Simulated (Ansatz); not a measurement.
`[CH3][Ge]([OH])([OH])[F]` + H₂ → `[OH][GeH]([OH])[F]` + CH₄  (hydrogenolysis of a Ge–C bond)

Program: Ansatz. Geometries: PBE0-D4/def2-TZVP. ΔE: electronic, gas phase. CCSD(T)/CBS adds triple-zeta CCSD(T) − MP2 to the extrapolated MP2 energy (def2 sets, frozen cores). This one scheme is used for every species. DFT in def2-TZVPP. For Ge outer-core shells are correlated without core-valence functions, which leaves a few kJ/mol of doubt a bond. Scalar relativity is left out up to krypton. One conformer a species, not always the lowest.

`[CH3][Ge]([OH])([OH])[F]`:

Z-matrix (Å, degrees):
```
C
Ge 1 1.916
H 1 1.089 2 109.8
H 1 1.090 2 109.3 3 -120.2
H 1 1.090 2 109.4 3 120.1
O 2 1.755 1 109.6 3 172.2
O 2 1.764 1 115.8 3 -64.4
F 2 1.742 1 110.2 3 52.7
H 6 0.961 2 112.7 1 164.7
H 7 0.961 2 111.7 1 113.3
```

H₂:

Z-matrix (Å, degrees):
```
H
H 1 0.746
```

`[OH][GeH]([OH])[F]`:

Cartesian coordinates in Å:
```
O -0.364 -1.000 1.024
Ge -0.297 0.139 -0.314
O 1.248 -0.036 -1.112
F -0.410 1.701 0.433
H -0.736 -0.609 1.819
H -1.405 0.018 -1.351
H 1.966 -0.212 -0.498
```

CH₄:

Cartesian coordinates in Å:
```
C 0.000 0.000 0.000
H 0.464 0.980 0.106
H 0.707 -0.771 0.305
H -0.283 -0.157 -1.041
H -0.888 -0.051 0.629
```

```tsv
level	ΔE (kcal/mol)
B97M-V	-6.9
r2SCAN	-4.6
RPA@PBE/def2-TZVPP	-4.2
HF/def2-QZVPP	-9.6
```

**Question.** What does CCSD(T)/CBS give? (Estimate.)

**Answer.** Ansatz gave: -3.6 kcal/mol. The listed levels differ from it by -3.3, -1.0, -0.6, -6.0 kcal/mol.

Largest T1 diagnostic among the species: 0.012.

At CCSD(T), def2-SVP lies −3.8 kcal/mol from the extrapolated value and def2-TZVPP −0.5 kcal/mol. In def2-TZVPP, CCSD(T) changes the Hartree–Fock value by +5.3 kcal/mol (the triples alone add +0.9 kcal/mol) and MP2 by +6.4 kcal/mol.
